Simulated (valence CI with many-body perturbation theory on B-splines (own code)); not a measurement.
**Sensitivity of CI+MBPT for Ir56+**

Calculated by configuration interaction combined with many-body perturbation theory (CI+MBPT): three valence electrons over a frozen Dirac-Fock core [Ar], radial functions for each j: 6 s, 6 p, 5 d, 5 f, 1 g, with the one-electron correlation potential Σ1 (screened to all orders), the two-electron term Σ2, the three-electron term Σ3, Breit, model QED; selected single and double excitations, second order for the rest, scaled by the run's own slope (own B-spline code, finite nucleus).

No measured spectrum was set against this ion. As an estimate, large intervals hold to a few tenths of a per cent, small ones and those within an open d or f shell to about a per cent. The list stops below the first excitations out of the core. Only levels of the ground parity were solved; by the run's estimate the other parity begins above the list, which can be wrong where configurations are misplaced.

The reference run has the lowest level (3d3/2^3) J=3/2 and an ionisation energy of 5609.60 eV. Its largest variational space holds 2183 state functions.

Levels are named by their leading jj configuration (3d3/2^4 stands for four electrons in 3d with j = 3/2), which in mixed levels can hold well under half, so a name can repeat and another be missing. Letters in brackets count levels of one name in rising energy.

Changed runs:
A. scale of Σ1 1 → 0.8
B. scale of Σ1 1 → 0 (bad on purpose)
C. scale of Σ2 1 → 0.8; cutoff of virtual states (hartree) 11858 → 5790

Excitation energies of the reference run in cm⁻¹, and shifts in cm⁻¹:

```tsv
Level	Reference	A	B	C
(3d3/2^2 3d5/2) J=5/2 [a]	648994	-470	-2351	-855
(3d3/2^2 3d5/2) J=3/2	701852	-471	-2355	-200
(3d3/2^2 3d5/2) J=9/2	732215	-474	-2369	-855
(3d3/2^2 3d5/2) J=7/2	735154	-481	-2405	-541
(3d3/2^2 3d5/2) J=1/2	747804	-477	-2384	+259
(3d3/2^2 3d5/2) J=5/2 [b]	950533	-508	-2538	+722
(3d3/2 3d5/2^2) J=7/2 [a]	1371040	-942	-4710	-1327
(3d3/2 3d5/2^2) J=9/2	1410730	-949	-4747	-1383
(3d3/2 3d5/2^2) J=3/2 [a]	1456100	-953	-4768	-417
(3d3/2 3d5/2^2) J=1/2	1481340	-956	-4783	-53
(3d3/2 3d5/2^2) J=11/2	1490520	-953	-4767	-1343
(3d3/2 3d5/2^2) J=5/2 [a]	1492300	-948	-4739	-137
Ionisation energy (eV)	5609.60	-0.54	-2.69	-1.24
```
